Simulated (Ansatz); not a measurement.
`N[SiH]1C=N1`. The species carries charge 0 and has multiplicity 1. The structure was optimised at the PBE0-D4/def2-TZVP level. It is one conformer, not always the lowest.

```xyz
8

N    -0.573    0.890   -1.034
Si    0.295   -0.337   -0.253
C     0.547   -0.422    1.489
N    -0.361   -1.258    1.110
H    -1.198    1.514   -0.552
H    -0.725    0.874   -2.028
H     1.134   -1.032   -1.244
H     0.880   -0.229    2.513
```

Problem. What is the dipole moment at B3LYP/def2-TZVPP? (Estimate.)

Solution. Computed: 2.69 D, with components (0.16, 2.14, -1.62) D in this frame, pointing from negative to positive charge.

Problem. And with PBE, r2SCAN, ωB97M-V? (An estimate is asked.)

Solution. Computed: PBE 2.55 D, r2SCAN 2.61 D, ωB97M-V 2.72 D.

Problem. Give the Mulliken charges with B3LYP, r2SCAN, PBE in def2-TZVPP. (Best estimate.)

Solution. The calculation gave: 
```
atom  B3LYP  r2SCAN    PBE
  N1  -0.42   -0.47  -0.40
 Si2   0.43    0.52   0.32
  C3  -0.07   -0.06  -0.05
  N4  -0.29   -0.31  -0.23
  H5   0.15    0.17   0.16
  H6   0.15    0.17   0.16
  H7  -0.07   -0.08  -0.07
  H8   0.12    0.06   0.11
```

B3LYP here is the variant with VWN-RPA as its local correlation; programs differ in this.
